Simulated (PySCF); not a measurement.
(3S)-3-fluorobut-1-ene (C₄H₇F), SMILES C=C[C@H](C)F.

Geometry optimised at PBE-D3(BJ)/def2-SVP. Other conformers were not sampled.

Two levels are set side by side: TDDFT-PBE/def2-SVPD (PySCF) and TDDFT-CAM-B3LYP/def2-SVPD (PySCF). Vertical, same geometry. The lowest singlet is HOMO→LUMO+1 76 %, HOMO→LUMO 21 % with PBE and HOMO→LUMO 60 %, HOMO→LUMO+1 27 % with the other functional; states are paired by order. Differences are taken from unrounded values.

| quantity | TDDFT-CAM-B3LYP | TDDFT-PBE | TDDFT-PBE minus TDDFT-CAM-B3LYP |
|---|---|---|---|
| lowest singlet excitation (eV) | 7.28 | 6.55 | -0.73 |
| lowest triplet excitation (TDA) (eV) | 4.29 | 4.41 | 0.12 |
| first bright state (f over 0.05) (eV) | 7.28 | 6.55 | -0.73 |
| its oscillator strength | 0.17 | 0.09 | -0.08 |

Functionals without exact exchange tend to place singlet excitations lower, as here. Differences between two approximate levels are no errors against the true value.

Rough cost on one machine, each run with all the roots and properties that it gave: TDDFT-CAM-B3LYP against TDDFT-PBE about 7 times.
